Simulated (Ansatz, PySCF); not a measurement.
Process, species as SMILES: O[Si](O)(Cl)Cl [dichloro(dihydroxy)silane] → O[Si](Cl)Cl + [OH] (HO) (the O-Si bond at the site shown breaks; other sites are not compared here)
Geometries: B3LYP-D3(BJ)/def2-TZVP minima from Ansatz (a first-principles code), one conformer each, not searched for the lowest. Frequencies are from Ansatz or PySCF.

Quantity: bond dissociation energy (0 K, with B3LYP-D3(BJ) harmonic zero-point energies), in eV. Cores are frozen in the correlated levels unless marked. UHF or UKS for open shells. No spin-orbit coupling. Non-relativistic. CBS(X,Y): correlation extrapolated as X^-3; Hartree-Fock from the larger set.

CCSD(T)/CBS(cc-pV(T+d)Z,cc-pV(Q+d)Z) (Ansatz) gives 5.81 eV.

### Question
Another calculation gave 5.64 eV. Which level was it?
A. BLYP/def2-TZVPD (Ansatz)
B. PBE-QIDH/def2-TZVPD (Ansatz)
C. B2PLYP/def2-TZVPD (Ansatz)
D. HSE06/def2-TZVPD (Ansatz)

### Answer
B, PBE-QIDH/def2-TZVPD (Ansatz). The others give 5.39 (HSE06), 5.16 (BLYP), 5.52 (B2PLYP) eV.
